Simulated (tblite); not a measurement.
C5H9FGe2.
SMILES with atom numbers: `[CH3:1][C:2]#[C:3][C@:4]1([F:5])[CH2:6][GeH2:7][GeH2:8]1` (hydrogens: H9, H10, H11 on C1; H12, H13 on C6; H14, H15 on Ge7; H16, H17 on Ge8)

Computed with GFN2-xTB (tblite), gas phase: L-BFGS steps from a force-field or distance-geometry start until the largest atomic force falls under 0.01 eV/Å.

Step 62: E = -647.2911 eV
```
atom  x, y, z in Å  |  force x, y, z in eV/Å
C1      3.6548    0.0265   -0.3093    0.022   0.003  -0.001
C2      2.2133    0.1033   -0.2462   -0.023  -0.008  -0.007
C3      1.0135    0.1418   -0.1918    0.032   0.003   0.004
C4     -0.4144    0.2249   -0.1985    0.012   0.065   0.014
F5     -0.8132    1.2218   -1.1464   -0.023  -0.023   0.002
C6     -1.0687    0.6392    1.1230    0.011   0.008   0.023
Ge7    -2.9529    0.1619    0.6588    0.036   0.012  -0.061
Ge8    -1.6672   -1.2618   -0.8128   -0.039   0.004   0.018
H9      4.0700    1.0108   -0.5236   -0.012   0.025   0.003
H10     4.0584   -0.3239    0.6400   -0.022  -0.015   0.014
H11     3.9570   -0.6597   -1.1000    0.001  -0.024   0.002
H12    -0.6879    0.0110    1.9307    0.012  -0.015  -0.015
H13    -0.8506    1.6772    1.3753    0.021  -0.026  -0.042
H14    -3.8355   -0.2941    1.8045   -0.025  -0.018   0.034
H15    -3.6815    1.3065   -0.0024   -0.029  -0.008   0.018
H16    -1.7581   -1.3095   -2.3257    0.018   0.001  -0.010
H17    -1.2441   -2.6642   -0.3864    0.009   0.015   0.005
```

Step 63: E = -647.2918 eV
```
atom  x, y, z in Å  |  force x, y, z in eV/Å
C1      3.6538    0.0211   -0.3018    0.019   0.015  -0.002
C2      2.2128    0.1001   -0.2447   -0.030  -0.015  -0.012
C3      1.0131    0.1437   -0.1984    0.017   0.008   0.003
C4     -0.4146    0.2287   -0.2058    0.006   0.060   0.021
F5     -0.8157    1.2207   -1.1565   -0.015  -0.016  -0.005
C6     -1.0660    0.6471    1.1157    0.021   0.012   0.040
Ge7    -2.9486    0.1555    0.6662   -0.006   0.012  -0.058
Ge8    -1.6662   -1.2616   -0.8145   -0.040  -0.003   0.019
H9      4.0673    1.0056   -0.5149    0.012   0.043  -0.001
H10     4.0533   -0.3273    0.6496   -0.016  -0.025   0.017
H11     3.9594   -0.6642   -1.0916    0.003  -0.035   0.002
H12    -0.6770    0.0257    1.9250    0.010  -0.010  -0.014
H13    -0.8541    1.6882    1.3619    0.026  -0.037  -0.048
H14    -3.8225   -0.2990    1.8204   -0.013  -0.022   0.029
H15    -3.6947    1.2918    0.0087   -0.019  -0.009   0.016
H16    -1.7697   -1.2964   -2.3266    0.017  -0.001  -0.013
H17    -1.2377   -2.6677   -0.4036    0.008   0.022   0.007
```

Step 64: E = -647.2923 eV
```
atom  x, y, z in Å  |  force x, y, z in eV/Å
C1      3.6529    0.0166   -0.2958    0.012   0.021  -0.002
C2      2.2119    0.0973   -0.2444   -0.027  -0.016  -0.015
C3      1.0124    0.1473   -0.2053    0.003   0.013   0.003
C4     -0.4151    0.2341   -0.2124   -0.005   0.020   0.014
F5     -0.8196    1.2215   -1.1643   -0.009   0.002  -0.012
C6     -1.0633    0.6526    1.1102    0.007  -0.003   0.016
Ge7    -2.9450    0.1508    0.6717   -0.038   0.006  -0.033
Ge8    -1.6663   -1.2611   -0.8155   -0.021   0.003   0.021
H9      4.0652    1.0017   -0.5077    0.026   0.044  -0.002
H10     4.0475   -0.3305    0.6582   -0.011  -0.027   0.012
H11     3.9613   -0.6687   -1.0844    0.006  -0.035   0.008
H12    -0.6677    0.0347    1.9175    0.019  -0.026   0.016
H13    -0.8555    1.6939    1.3529    0.034   0.005  -0.037
H14    -3.8134   -0.3014    1.8328    0.001  -0.026   0.019
H15    -3.7041    1.2797    0.0175   -0.016   0.003   0.005
H16    -1.7787   -1.2894   -2.3262    0.013  -0.001  -0.025
H17    -1.2295   -2.6673   -0.4158    0.007   0.015   0.014
```

**Question.** Estimate the geometry and energy of step 65. (The exact step hangs on the optimiser's Hessian estimate; all steps are aligned on step 64, rigid shifts and turns removed.)

**Answer.** E = -647.2927 eV, largest force 0.054 eV/Å
```
atom  x, y, z in Å  |  force x, y, z in eV/Å
C1      3.6530    0.0137   -0.2911    0.001   0.019  -0.003
C2      2.2115    0.0938   -0.2435   -0.002  -0.011  -0.018
C3      1.0121    0.1478   -0.2085   -0.016   0.020   0.001
C4     -0.4153    0.2367   -0.2161   -0.007  -0.013   0.006
F5     -0.8208    1.2196   -1.1716   -0.004   0.010  -0.007
C6     -1.0618    0.6580    1.1062    0.006  -0.002   0.013
Ge7    -2.9435    0.1470    0.6757   -0.054   0.004   0.002
Ge8    -1.6672   -1.2608   -0.8162   -0.002  -0.001   0.003
H9      4.0643    0.9999   -0.5024    0.027   0.027   0.001
H10     4.0447   -0.3332    0.6644   -0.011  -0.021   0.001
H11     3.9635   -0.6722   -1.0789    0.006  -0.024   0.017
H12    -0.6605    0.0452    1.9152    0.010  -0.013   0.006
H13    -0.8573    1.7017    1.3416    0.032   0.002  -0.027
H14    -3.8048   -0.3054    1.8445    0.015  -0.024   0.001
H15    -3.7147    1.2701    0.0259   -0.013   0.008   0.000
H16    -1.7837   -1.2802   -2.3277    0.009  -0.002  -0.013
H17    -1.2267   -2.6700   -0.4285    0.003   0.020   0.017
```

The energy changes by -0.0004 eV. The first-order estimate −F·Δx gives -0.0005 eV and the mean of the old and new forces, exact on a quadratic surface, -0.0004 eV. The step makes an angle of 84° with the force vector and moves no atom by more than 0.017 Å.

The cost below is that of the whole relaxation. Time: 0.82 s wall. Hardware: Arm Neoverse V1, one thread, no GPU, shared host.
